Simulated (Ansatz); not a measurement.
`ICI` and `IC(I)I` differ in one atom or group.

Ansatz, PBE0-D4/def2-TZVP geometries, multiplicity 1. 

Elements past krypton have def2 core potentials.

| property | `ICI` |
| --- | --- |
| HOMO–LUMO gap (PBE0/def2-TZVPP) / eV | 5.51 |
| LUMO energy (B3LYP/def2-TZVPP) / eV | -2.07 |
| HOMO energy (PBE/def2-TZVPP) / eV | -6.25 |
| size of the dipole moment (B3LYP/def2-TZVPP) / D | 1.15 |
| LUMO energy (PBE0/def2-TZVPP) / eV | -1.84 |
| HOMO–LUMO gap (PBE/def2-TZVPP) / eV | 3.55 |

Q: Give the same properties after the change, and the shifts. (Estimate.)

A: Ansatz gave: 
```csv
property,`IC(I)I`,shift
HOMO–LUMO gap (PBE0/def2-TZVPP) / eV,4.56,-0.95
LUMO energy (B3LYP/def2-TZVPP) / eV,-2.88,-0.81
HOMO energy (PBE/def2-TZVPP) / eV,-6.12,0.13
size of the dipole moment (B3LYP/def2-TZVPP) / D,0.58,-0.57
LUMO energy (PBE0/def2-TZVPP) / eV,-2.68,-0.84
HOMO–LUMO gap (PBE/def2-TZVPP) / eV,2.64,-0.91
```

With PBE0 the HOMO rises by 0.11 eV and the LUMO falls by 0.84 eV, so the gap narrows by about 0.95 eV. PBE moves the HOMO by 0.13 eV and ωB97M-V by 0.11 eV. Dipoles are sizes alone; their direction can turn.

B3LYP here is the variant with VWN-RPA as its local correlation; programs differ in this.

Spin–orbit coupling is left out; it splits and shifts lone-pair levels of the heavy atoms by tenths of an eV.
